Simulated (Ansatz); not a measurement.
Calculated with Ansatz (gas phase, PBE0-D4/def2-TZVP geometries, no zero-point term in ΔE). CBS: MP2 limit from def2 TZ/QZ plus the TZ coupled-cluster correction, frozen cores. Double bonds are as drawn, so ΔE can hold a change between cis and trans. DFT in def2-TZVPP. B3LYP here is the variant with VWN-RPA as its local correlation; programs differ in this. Elements past krypton have def2 core potentials. For Ge, Te outer-core shells are correlated without core-valence functions, which leaves a few kJ/mol of doubt a bond. Scalar relativity is left out up to krypton. Each species was taken in one conformer, which may not be the lowest.

`C/C=N\C[TeH]` + `C[O][GeH3]` → `[GeH3][O]C[TeH]` + `C/C=N/C`  (formal exchange of groups at a Te–C bond)

`C/C=N\C[TeH]`:

Cartesian coordinates in Å:
```
C 1.160 1.130 0.217
C -0.004 0.680 1.039
N -0.974 -0.046 0.664
C -1.048 -0.484 -0.690
Te 0.051 -2.328 -1.026
H 1.812 1.792 0.786
H 1.744 0.262 -0.110
H 0.837 1.657 -0.686
H -0.020 0.984 2.087
H -2.078 -0.714 -0.952
H -0.631 0.207 -1.433
H -0.848 -3.139 0.104
```

`C[O][GeH3]`:

Cartesian coordinates in Å:
```
C -1.024 0.559 0.724
O 0.300 0.098 0.829
Ge 1.070 -0.554 -0.637
H -1.335 0.921 1.707
H -1.717 -0.236 0.419
H -1.119 1.389 0.010
H 0.249 -1.759 -1.139
H 2.478 -0.962 -0.195
H 1.098 0.543 -1.719
```

`[GeH3][O]C[TeH]`:

Cartesian coordinates in Å:
```
Ge 0.608 -1.082 -1.276
O -0.151 0.370 -0.555
C -0.534 0.308 0.780
Te -1.390 2.171 1.442
H 1.884 -1.413 -0.479
H 0.908 -0.679 -2.720
H -0.390 -2.251 -1.186
H 0.301 0.099 1.456
H -1.326 -0.430 0.963
H 0.090 2.906 1.575
```

`C/C=N/C`:

Cartesian coordinates in Å:
```
C 0.004 1.278 1.346
C -0.278 0.287 0.272
N 0.634 -0.358 -0.309
C 0.255 -1.293 -1.334
H -0.385 2.263 1.068
H -0.501 0.990 2.273
H 1.076 1.349 1.525
H -1.338 0.140 0.004
H 0.616 -2.290 -1.066
H -0.831 -1.343 -1.507
H 0.749 -1.022 -2.271
```

(1) Is it downhill or uphill in electronic energy at CCSD(T)/CBS, and by how much? (Best estimate.)

(2) What do these levels give: PBE-D4, r2SCAN-D4, r2SCAN, B3LYP, SCS-MP2/def2-TZVPP, MP2/def2-QZVPP? (An estimate is asked.)

Largest T1 diagnostic among the species: 0.012.

## Answers

(1) Computed: Downhill: ΔE = -0.08 eV.

(2) Computed: PBE-D4 -0.10, r2SCAN-D4 -0.10, r2SCAN -0.11, B3LYP -0.16, SCS-MP2/def2-TZVPP -0.07, MP2/def2-QZVPP -0.04 eV.

The D4 term adds +0.07 eV with B3LYP and +0.04 eV with PBE0; it sums over pairs of atoms, weighted by their polarisabilities, and B3LYP, whose exchange is more repulsive, gets the larger term. In def2-TZVPP, CCSD(T) changes the Hartree–Fock value by +0.10 eV (the triples alone add +0.02 eV) and MP2 by +0.14 eV.
